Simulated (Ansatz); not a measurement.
The cation of CH5ClFGaSi, SMILES `C[SiH2][Ga]([F])[Cl]` at the neutral geometry.

```yaml
crystal:
  periodic: [false, false, false]
  atoms:
    - {symbol: C, position_ang: [-0.713265, 0.299520, 1.458402]}
    - {symbol: Si, position_ang: [0.331546, 0.762129, -0.021703]}
    - {symbol: Ga, position_ang: [0.475174, -1.046619, -1.588029]}
    - {symbol: F, position_ang: [-0.323509, -2.583491, -1.291265]}
    - {symbol: Cl, position_ang: [1.523140, -1.069162, -3.456022]}
    - {symbol: H, position_ang: [-0.288873, -0.560048, 1.980271]}
    - {symbol: H, position_ang: [-0.766701, 1.136047, 2.158895]}
    - {symbol: H, position_ang: [-1.728656, 0.041297, 1.152379]}
    - {symbol: H, position_ang: [-0.235986, 1.921455, -0.761144]}
    - {symbol: H, position_ang: [1.727121, 1.098894, 0.368206]}
basis:
  gaussian: {orbitals: def2-TZVPP}
total_charge: 1
magnetization: {spin_polarized: true, initial_magnetization: 1}
hamiltonian: {xc: {name: B3LYP}, dispersion: d4}
```

```sh
$ ansatz run in.yaml --threads 2 --pin off --events-out ev --progress --plain --max-ram 32768MiB --backend cpu
```

It prints (some lines left out):

```
Functional definition: B3LYP
1638 factors; their error is unknown
mean field evaluation 1: about -76594.9211 eV, gradient 6.8e1 eV
mean field evaluation 2: about -76450.0337 eV, gradient 1.8e2 eV
mean field evaluation 4: about -76610.2559 eV, gradient 1.7e1 eV
mean field evaluation 8: about -76611.4184 eV, gradient 3.2e-1 eV
mean field evaluation 16: about -76611.5997 eV, gradient 3.7e-3 eV
mean field -76611.59966070 eV, -2815.4243583234 hartree, gradient 1.4e-5 eV, S^2 0.755883; 6 other end points of the search recorded, 0 dependent functions left out
reference -76611.59995780 eV, -2815.4243692416 hartree; 41, 40 occupied and 223, 224 virtual orbitals, 1638 factors
Total energy: -76611.94495544 eV, -2815.4370476710 hartree
```

Hardware: 2 threads of an AMD EPYC 7R13 on a shared host. Wall time 24 s, peak host memory 1.2 GiB.
